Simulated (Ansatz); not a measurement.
Si24H30, a nanocrystal cut from hexagonal silicon, relaxed as a singlet with RKS PBE-D4/def2-SVP in Ansatz, starting from the GFN2-xTB geometry. Force threshold 0.03 eV/Å.

Single mean-field runs in def2-SVP are fitted with def2-universal-jkfit.

Start:

Cartesian coordinates in Å:
```
Si 2.177 3.885 0.165
Si 1.752 4.323 -2.078
Si 1.690 1.353 3.182
Si -0.319 1.166 4.356
Si 1.276 1.841 0.897
Si -1.056 1.798 0.443
Si 0.517 2.546 -2.963
Si -1.521 2.226 -1.833
Si -1.544 -0.613 3.470
Si -2.083 -0.208 1.196
Si -4.388 -0.124 0.750
Si -2.866 0.482 -2.662
Si -4.876 0.282 -1.487
Si 2.923 -0.618 3.393
Si 2.076 0.082 -0.486
Si 1.646 0.490 -2.772
Si 1.674 -2.384 2.518
Si -0.335 -2.597 3.687
Si 1.268 -2.044 0.205
Si -1.065 -1.836 -0.204
Si 0.508 -1.367 -3.660
Si -1.530 -1.447 -2.487
Si 2.157 -3.714 -1.189
Si 1.731 -3.347 -3.445
H 1.661 4.972 1.010
H 3.622 3.905 0.433
H 1.048 5.605 -2.244
H 3.004 4.534 -2.821
H 2.472 2.480 3.730
H -1.085 2.414 4.257
H -0.106 1.022 5.803
H -1.654 2.893 1.231
H 0.222 2.778 -4.392
H -2.293 3.482 -1.922
H -2.824 -0.736 4.199
H -5.011 0.893 1.609
H -5.016 -1.376 1.197
H -3.120 0.739 -4.094
H -5.710 1.485 -1.636
H -5.726 -0.781 -2.046
H 3.340 -0.866 4.781
H 4.203 -0.496 2.684
H 3.541 0.047 -0.311
H 2.939 0.612 -3.474
H 2.445 -3.638 2.644
H -0.121 -2.961 5.096
H -1.111 -3.730 3.170
H -1.668 -3.133 0.157
H 0.211 -1.090 -5.080
H -2.312 -2.588 -3.006
H 3.602 -3.837 -0.945
H 1.631 -5.023 -0.771
H 2.982 -3.294 -4.215
H 1.020 -4.488 -4.042
```

(1) Estimate the energy that the relaxation releases and the steps that it takes.

(2) Does the start keep its bonding and symmetry?

(3) Predict the relaxed structure.

Results:

(1) 75.0 kJ/mol, in 4 steps; 25 s on 2 threads of AMD EPYC 7R13 on a shared host and a share (18 GiB) of an NVIDIA H100 80GB HBM3. No frequencies were taken in this run, so the end may be a saddle point.

(2) By distances, no bond broke or formed. The bond that changes most is Si23–Si24, from 2.32 to 2.37 Å (atoms count from 1). Point group C3v at the start, C3v at the end, both within 0.05 Å.

(3) 
Cartesian coordinates in Å:
```
Si 2.1658 3.8394 0.2083
Si 1.7228 4.2650 -2.0809
Si 1.6917 1.3786 3.1499
Si -0.3292 1.1778 4.3401
Si 1.2359 1.7836 0.8657
Si -1.0812 1.8444 0.4797
Si 0.4779 2.4896 -2.9978
Si -1.5385 2.2603 -1.8074
Si -1.5718 -0.6083 3.4416
Si -2.0203 -0.2006 1.1564
Si -4.3403 -0.1296 0.7877
Si -2.8024 0.4906 -2.7051
Si -4.8129 0.2845 -1.4976
Si 2.9291 -0.6114 3.3732
Si 2.1387 0.0780 -0.4748
Si 1.6918 0.4877 -2.7651
Si 1.6790 -2.3936 2.4777
Si -0.3414 -2.6023 3.6676
Si 1.2247 -1.9809 0.1945
Si -1.0922 -1.8909 -0.1862
Si 0.4658 -1.3030 -3.6740
Si -1.5502 -1.4880 -2.4754
Si 2.1436 -3.6876 -1.1344
Si 1.7006 -3.2924 -3.4290
H 1.5816 4.9423 1.0564
H 3.6558 3.8101 0.4448
H 0.9502 5.5538 -2.2171
H 3.0238 4.4170 -2.8299
H 2.4914 2.5386 3.6973
H -1.1187 2.4586 4.2273
H -0.0437 0.9229 5.8004
H -1.6861 2.9579 1.3027
H 0.1771 2.7303 -4.4586
H -2.3299 3.5446 -1.9032
H -2.8857 -0.7349 4.1782
H -4.9468 0.9571 1.6410
H -4.9503 -1.4446 1.2064
H -3.0684 0.7522 -4.1691
H -5.6176 1.5543 -1.6271
H -5.6335 -0.8498 -2.0602
H 3.2271 -0.8715 4.8300
H 4.2395 -0.4845 2.6360
H 3.6359 0.0379 -0.2753
H 3.0137 0.6121 -3.4876
H 2.4700 -3.6768 2.5899
H -0.0541 -2.8672 5.1257
H -1.1394 -3.7612 3.1230
H -1.7043 -3.2168 0.2017
H 0.1649 -1.0222 -5.1276
H -2.3487 -2.6554 -3.0086
H 3.6335 -3.7507 -0.9040
H 1.5523 -5.0125 -0.7198
H 3.0016 -3.1821 -4.1852
H 0.9220 -4.4507 -4.0024
```
Bond lengths: 33 × Si–Si 2.35 to 2.37 Å; 30 × H–Si 1.51 Å.
